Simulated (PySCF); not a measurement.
**Frontier orbitals and the lowest excitations**

Species: C₂H₁₁PSSi₂.
Z-matrix (Å and degrees, GFN2-xTB geometry), rows numbered from 1:
```
C 
C   1  1.5259
Si  2  1.8960  1  113.16
S   3  2.1605  2  106.05  1   -62.79
Si  4  2.1428  3  103.12  2   177.23
P   5  2.2396  4  111.31  3   -57.34
H   1  1.0886  2  110.73  3   178.21
H   1  1.0874  2  110.27  3    58.29
H   1  1.0879  2  110.77  3   -61.68
H   2  1.0912  1  108.98  3  -122.11
H   2  1.0908  1  109.47  3   121.60
H   3  1.4611  2  112.74  1    54.68
H   3  1.4620  2  111.89  1  -179.28
H   5  1.4580  4  102.14  3   178.27
H   5  1.4619  4  108.87  3    60.34
H   6  1.3821  5   93.98  4  -164.43
H   6  1.3835  5   95.48  4   -71.40
```

Method used: TDDFT CAM-B3LYP/def2-SVPD, vertical, gas phase, core orbitals frozen in the response (PySCF).

Frontier orbitals with the atoms that hold most of them (Löwdin shares over 4%, at most four atoms; ? is withheld):

```csv
orbital,ε (eV),atoms
LUMO+2,1.17,"Si3 17%, Si5 16%, P6 16%, S4 8%"
LUMO+1,0.91,"S4 22%, Si5 21%, P6 11%, H15 7%"
LUMO,?,"S4 23%, Si5 16%, Si3 15%, P6 11%"
HOMO,-8.31,?
HOMO-1,-9.04,?
HOMO-2,-9.81,"S4 42%, Si3 12%, C2 10%, Si5 8%"
HOMO-3,-10.04,"S4 26%, C2 22%, Si3 17%, C1 8%"
```

Task: Give the leading atoms of the HOMO-1.

Result: P6 (bonded to Si and 2 H) 46%; S4 (bonded to 2 Si) 19%; Si5 (bonded to P, S and 2 H) 12%; H16 (bonded to P) 6%.

Task: Give the leading atoms of the HOMO.

Result: S4 (bonded to 2 Si) 54%; P6 (bonded to Si and 2 H) 18%; Si5 (bonded to P, S and 2 H) 10%; Si3 (bonded to C, S and 2 H) 7%. By element: sulfur 54%, phosphorus 18%, silicon 17%.

Task: What is the LUMO energy, and the HOMO–LUMO gap?

Result: ε(LUMO) = 0.83 eV; the gap is 9.14 eV (0.3358 hartree).

Task: How does S1 compare with the orbital gap of 9.14 eV?

Result: S1 is at 5.98 eV (f = 0.011), 3.16 eV below the gap, made of HOMO→LUMO+1 (72%), HOMO→LUMO (12%). Its leading pair isn't HOMO and LUMO; the energies of that pair differ by 9.22 eV. 

Task: Give energy, strength and leading configuration of S1 and S2, and follow the Löwdin shares of the leading atoms from the occupied to the empty orbital.

Result: 
- S1 (5.98 eV, f 0.011), HOMO→LUMO+1 (72%): S4 54% → 22%, P6 18% → 11%, Si5 10% → 21%
- S2 (6.11 eV, f 0.0045), HOMO→LUMO (74%): S4 54% → 23%, P6 18% → 11%, Si5 10% → 16%

Löwdin shares depend on the basis, the more so with diffuse functions.

One conformer stands for the species.

Without π bonds the low states are Rydberg-like; a valence basis with one diffuse set may place them up to an eV too high.
